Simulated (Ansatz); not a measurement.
The Ga1–Cl4 bond of ClGaH2 (SMILES [Cl][GaH2]) is stretched (multiplicity 1, the rest rigid).
Geometry at rest (charge 0, multiplicity 1):
```xyz
4

Ga    -0.0029    -0.2319    -0.6712
H     -1.4091    -0.3118    -1.3346
H      1.3979    -0.5822    -1.2533
Cl     0.0059     0.4754     1.3761
```

Correlated levels freeze the cores. Filled d and f shells under p-block atoms count as core.

The values were computed with Ansatz (a first-principles code). Values without a source in brackets are computed.

FIC-MRCISD+Q on CASSCF(6,4)/def2-SVP, total energies (hartree):

| R (Å) | CASSCF | MRCISD | weight c² of the reference |
|---|---|---|---|
| 2.166 | -2383.574428 | -2383.777528 | 0.91855 |
| 3.791 | -2383.445971 | -2383.639819 | 0.91948 |
| 6.931 | -2383.423198 | -2383.613622 | 0.92065 |

### Question
Add the Davidson correction (E_MRCISD − E_CASSCF)(1 − c²)/c² and give the energies above the first point at the three levels.

### Answer

Corrections (hartree): -0.018010, -0.016975, -0.016411. Above the first point (kcal/mol):
- R = 3.791 Å: CASSCF 80.6, MRCISD 86.4, with the correction 87.1
- R = 6.931 Å: CASSCF 94.9, MRCISD 102.9, with the correction 103.9

Doubts at one or more of the structures used: active orbitals that take no part (FIC-MRCISD+Q on CASSCF(6,4)/def2-SVP).
